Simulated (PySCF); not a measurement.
C₁₂H₁₀S, SMILES C=Cc1ccccc1-c1cccs1, singlet (GFN2-xTB optimised geometry):

```
23

C      0.504     2.863    -1.622
C      0.260     1.567    -1.480
C     -0.783     1.003    -0.626
C     -2.008     1.655    -0.503
C     -3.045     1.110     0.228
C     -2.880    -0.120     0.845
C     -1.673    -0.780     0.742
C     -0.609    -0.232     0.027
C      0.662    -0.935     0.000
C      1.931    -0.425     0.011
C      2.932    -1.419     0.012
C      2.422    -2.676     0.000
S      0.704    -2.676     0.000
H      1.270     3.224    -2.287
H     -0.036     3.611    -1.065
H      0.852     0.845    -2.030
H     -2.151     2.594    -1.018
H     -3.986     1.635     0.305
H     -3.690    -0.561     1.406
H     -1.535    -1.734     1.231
H      2.141     0.629     0.052
H      3.986    -1.203     0.023
H      2.946    -3.611    -0.006
```

Computed with B3LYP/def2-SVP (PySCF).

Task: What are the frontier orbital energies and the dipole moment?

Result: HOMO-2 -6.99 eV, HOMO-1 -6.62 eV, HOMO -5.92 eV, LUMO -1.23 eV, LUMO+1 -0.76 eV; dipole moment 0.34 D.

Meta-Löwdin charges at B3LYP/def2-SVP: C1 -0.23, C2 -0.09, C3 0.01, C4 -0.10, C5 -0.10, C6 -0.10, C7 -0.11, C8 0.00, C9 -0.11, C10 -0.13, C11 -0.13, C12 -0.23, S13 0.25, H14 0.10, H15 0.10, H16 0.11, H17 0.10, H18 0.10, H19 0.10, H20 0.10, H21 0.12, H22 0.11, H23 0.12.
